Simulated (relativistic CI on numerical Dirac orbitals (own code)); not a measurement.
# One change at a time: Sm¹⁶⁺

Base calculation: Dirac-Coulomb-Breit CI, KLI orbitals optimised for each configuration, model QED (radiative potential, 1s self-energy scaled to tabulated hydrogen-like ionisation energies), unscaled Slater integrals.

CI space (outside the closed core [Ar] 3d10): 4s²4p⁶4d¹⁰, 4s²4p⁶4d⁹4f, 4s²4p⁶4d⁹5s, 4s²4p⁵4d¹⁰4f, 4s²4p⁶4d⁹5p, 4s4p⁶4d¹⁰4f, 4s²4p⁶4d⁹5d, 4s²4p⁵4d¹⁰5s, 4s²4p⁶4d⁹5f. Double excitations out of closed p, d and f shells are left out; levels of such configurations are missing from the list, as are those of other unlisted configurations, and high levels can miss mixing partners.

The lowest level and the first level of each name with at least 55 % of one term (blank where a level has no safe partner in the second run):

| Level | Base (cm⁻¹) | Shift (cm⁻¹) |
| --- | --- | --- |
| 4s²4p⁶4d¹⁰ ¹S0 | 0 | 0 |
| 4s²4p⁶4d⁹4f ³P°0 | 1034379 | +55 |
| 4s²4p⁶4d⁹4f ³P°1 | 1041665 | +54 |
| 4s²4p⁶4d⁹4f ³P°2 | 1056481 | +49 |
| 4s²4p⁶4d⁹4f ³H°6 | 1070730 | -12 |
| 4s²4p⁶4d⁹4f ³H°5 | 1073125 | -12 |
| 4s²4p⁶4d⁹4f ³F°4 | 1095627 | +502 |
| 4s²4p⁶4d⁹4f ³D°1 | 1105422 | -6 |
| 4s²4p⁶4d⁹4f ³G°5 | 1106315 | -3 |
| 4s²4p⁶4d⁹4f ³G°3 | 1144020 | +182 |
| 4s²4p⁶4d⁹4f ¹F°3 | 1162333 | +82 |
| 4s²4p⁶4d⁹5s ³D3 | 1223092 | +339 |
| 4s²4p⁶4d⁹5s ³D1 | 1267236 | +357 |
| 4s²4p⁶4d⁹4f ¹P°1 | 1410549 | +3675 |
| 4s²4p⁶4d⁹5p ³P°2 | 1432369 |  |
| 4s²4p⁶4d⁹5p ³F°2 | 1479637 |  |
| 4s²4p⁶4d⁹5p ³F°4 | 1501215 |  |
| 4s²4p⁶4d⁹5p ¹P°1 | 1508816 |  |
| 4s²4p⁶4d⁹5p ¹D°2 | 1508899 |  |
| 4s²4p⁶4d⁹5p ³D°3 | 1516282 |  |
| 4s²4p⁶4d⁹5p ³P°0 | 1533034 |  |
| 4s²4p⁶4d⁹5p ³D°1 | 1551415 |  |

At this charge energies of transitions that change n are usually good to better than 1 %, and those within a shell (Δn = 0) to a few per cent.

(1) One thing was changed in a second run, which moved the levels as shown. Which?
A. only the first 3 configurations
B. QED terms removed
C. Breit term removed

Answers

(1) A. Only the first 3 configurations. With fewer configurations the levels that remain lose their mixing partners.

LS names give the leading component of a level, which can be under half, so a name can repeat, a term be missing and a line seem to break the LS rules.
